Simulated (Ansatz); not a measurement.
Ansatz results at the PBE0-D4/def2-TZVP geometry: HOMO energy (B3LYP/def2-TZVPP) -6.67 eV; HOMO–LUMO gap (ωB97M-V/def2-TZVPP) 10.43 eV; LUMO energy (PBE/def2-TZVPP) -1.38 eV.

Each molecule was computed in one conformer, which needn't be the lowest.

Task: Which molecule gave them?
A. `O=CN[SiH3]`
B. `OC1[NH][GeH2][S]1`
C. `O=C(S)[NH][GeH3]`
D. `O[C]1(S)[NH][GeH2]1`

Result: B. The others give `O[C]1(S)[NH][GeH2]1`: -6.04, 9.58, -1.40; `O=CN[SiH3]`: -7.63, 12.16, -1.10; `O=C(S)[NH][GeH3]`: -7.39, 11.55, -1.00.

B3LYP here is the variant with VWN-RPA as its local correlation; programs differ in this.
